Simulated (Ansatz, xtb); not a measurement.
# CH6AsB+: which of two structures lies lower

We compare a, a doublet given by its coordinates, with b, the doublet with the links of `[CH2]B[AsH3+]`. Both are isolated ions in the gas phase, relaxed with PBE0-D3(BJ)/def2-SVP; the shapes shown needn't be the lowest conformers.

a (Å):

```yaml
atoms:
  - { symbol: C, position_ang: [-0.7474, 0.9666, 1.3492] }
  - { symbol: As, position_ang: [0.3399, 0.1503, 0.0131] }
  - { symbol: B, position_ang: [0.3117, 0.5319, -1.9511] }
  - { symbol: H, position_ang: [-0.0921, 1.4592, 2.0851] }
  - { symbol: H, position_ang: [1.2777, -0.8672, 0.5936] }
  - { symbol: H, position_ang: [-1.4092, 1.6982, 0.8669] }
  - { symbol: H, position_ang: [-1.3347, 0.1827, 1.8536] }
  - { symbol: H, position_ang: [-0.4777, 1.3626, -2.2970] }
  - { symbol: H, position_ang: [1.0864, -0.1045, -2.6041] }
```

Close contacts (Å): C1–As2 1.91, As2–B3 2.00, C1–H4 1.10, C1–H6 1.10, C1–H7 1.10, As2–H5 1.50, B3–H8 1.20, B3–H9 1.20.

b (Å):

```yaml
atoms:
  - { symbol: C, position_ang: [-0.9674, 0.3242, -1.2148] }
  - { symbol: As, position_ang: [0.7134, -0.3697, 1.3150] }
  - { symbol: B, position_ang: [0.4128, 0.0116, -0.6890] }
  - { symbol: H, position_ang: [-1.1161, 0.5246, -2.2828] }
  - { symbol: H, position_ang: [-1.8808, 0.3741, -0.6116] }
  - { symbol: H, position_ang: [1.4325, -0.0508, -1.3173] }
  - { symbol: H, position_ang: [1.6943, 0.5819, 1.9305] }
  - { symbol: H, position_ang: [1.3170, -1.7217, 1.5486] }
  - { symbol: H, position_ang: [-0.4936, -0.3190, 2.2014] }
```

Quicker runs give these differences E(b) − E(a): GFN2-xTB +84.2 kJ/mol; HF/STO-3G +36.7 kJ/mol (at GFN2-xTB geometries); r2SCAN-D4/def2-SVP +8.4 kJ/mol (at GFN2-xTB geometries).

**Question.** Estimate E(b) − E(a) at the level CCSD(T)/def2-SVP + ΔMP2/def2-TZVPP.

**Answer.** Calculated at CCSD(T)/def2-SVP + ΔMP2/def2-TZVPP: E(b) − E(a) = +28.2 kJ/mol, so structure a lies lower.

How the difference moves with the method:

```
                             level              geometry  E(b) − E(a) (kJ/mol)  departure from the last row (kJ/mol)  job, with rough time for the two
                          GFN2-xTB              GFN2-xTB                   +84.2                                 +56.1              optimisation, 0.39 s
                         HF/STO-3G              GFN2-xTB                   +36.7                                  +8.5              single point, 0.54 s
                r2SCAN-D4/def2-SVP              GFN2-xTB                    +8.4                                 −19.7               single point, 4.4 s
              PBE0-D3(BJ)/def2-SVP  PBE0-D3(BJ)/def2-SVP                   +15.5                                 −12.7               optimisation, 2 min
                       HF/def2-SVP  PBE0-D3(BJ)/def2-SVP                    +1.8                                 −26.4           part of the CCSD(T) run
                      MP2/def2-SVP  PBE0-D3(BJ)/def2-SVP                   +21.8                                  −6.4           part of the CCSD(T) run
                  CCSD(T)/def2-SVP  PBE0-D3(BJ)/def2-SVP                   +15.0                                 −13.2                      single point
CCSD(T)/def2-SVP + ΔMP2/def2-TZVPP  PBE0-D3(BJ)/def2-SVP                   +28.2                                                      single point, 39 s
```

HF/def2-SVP finds them nearly level. The largest departure from CCSD(T)/def2-SVP + ΔMP2/def2-TZVPP is that of GFN2-xTB, 56.1 kJ/mol. The last row adds to CCSD(T) the change of the MP2 difference between the two basis sets, here +13.2 kJ/mol, a large step that makes the value less sure.

With harmonic frequencies from PBE0-D3(BJ)/def2-SVP (ideal gas, rigid rotor, one conformer each, 298.15 K, 1 atm): the zero-point term adds −7.9 kJ/mol; ΔH is +19.9 and ΔG +21.2 kJ/mol.

Open shells are spin-unrestricted. The correlated steps freeze 11 core orbitals; the filled d shell of As is correlated, in a basis made for valence electrons. Programs: Ansatz 0.2.0, xtb 6.7.1; the last row on 2 threads of Intel(R) Xeon(R) Platinum 8259CL CPU @ 2.50GHz (Skylake/Cascade Lake) on a shared host.
